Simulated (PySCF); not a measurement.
Pt(Cl)(CO)2 (C2ClO2Pt), SMILES [O+]#[C-]->[Pt]([Cl])<-[C-]#[O+] (connectivity only; charge and spin as stated), neutral, multiplicity 2.

Geometry: PBE-D3(BJ)/def2-SVP. The multiplicity is an assumed one; no other spin state was optimised. The isomer is the one that the SMILES or the coordinates give; other isomers of the formula were not compared. The def2 effective core potentials stand for the cores of Pt; spin–orbit coupling is left out.

Method: PBE-D3(BJ)/def2-SVP in PySCF.

Frequencies are harmonic and unscaled.

Computed harmonic wavenumbers and intensities:
```json
[
 {"mode": "1", "ν (cm⁻¹)": "45", "IR (km/mol)": "0.1", "moving atoms (share of kinetic energy)": "Cl 53 %, O 22 %, Pt 17 %"},
 {"mode": "2", "ν (cm⁻¹)": "67", "IR (km/mol)": "0.7", "moving atoms (share of kinetic energy)": "O 42 %, Cl 32 %, Pt 25 %"},
 {"mode": "3", "ν (cm⁻¹)": "72", "IR (km/mol)": "0.1", "moving atoms (share of kinetic energy)": "O 85 %"},
 {"mode": "4", "ν (cm⁻¹)": "208", "IR (km/mol)": "0.7", "moving atoms (share of kinetic energy)": "C 75 %, O 23 %"},
 {"mode": "5", "ν (cm⁻¹)": "231", "IR (km/mol)": "0.6", "moving atoms (share of kinetic energy)": "C 75 %, O 24 %"},
 {"mode": "6", "ν (cm⁻¹)": "345", "IR (km/mol)": "15.4", "moving atoms (share of kinetic energy)": "Cl 83 %, Pt 14 %"},
 {"mode": "7", "ν (cm⁻¹)": "401", "IR (km/mol)": "27.4", "moving atoms (share of kinetic energy)": "O 46 %, C 40 %, Pt 12 %"},
 {"mode": "8", "ν (cm⁻¹)": "410", "IR (km/mol)": "5.3", "moving atoms (share of kinetic energy)": "C 82 %, O 11 %"},
 {"mode": "9", "ν (cm⁻¹)": "460", "IR (km/mol)": "13.6", "moving atoms (share of kinetic energy)": "O 48 %, C 40 %, Pt 12 %"},
 {"mode": "10", "ν (cm⁻¹)": "542", "IR (km/mol)": "18.1", "moving atoms (share of kinetic energy)": "C 77 %, O 22 %"},
 {"mode": "11", "ν (cm⁻¹)": "2047", "IR (km/mol)": "789.4", "moving atoms (share of kinetic energy)": "C 60 %, O 40 %"},
 {"mode": "12", "ν (cm⁻¹)": "2082", "IR (km/mol)": "464.4", "moving atoms (share of kinetic energy)": "C 61 %, O 39 %"}
]
```
